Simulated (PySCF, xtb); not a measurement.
C2H7NOSi2, SMILES N[Si@]1(O)C=C[SiH2]1.

xtb 6.7.1 with GFN2-xTB at its own geometry gives an orbital gap of 3.21 eV and a dipole moment of 0.69 D.

Geometry: B3LYP-D3(BJ)/def2-SVP. The structure was generated by enumeration; whether it is a known compound was not checked. One conformer was computed; it need not be the lowest.

**Question.** What does PBE/def2-TZVP (PySCF) give? (An estimate is asked for; the answer gives what the named calculation found.)

**Answer.** gap 4.01 eV (levels -5.68 and -1.67 eV), dipole 1.37 D.
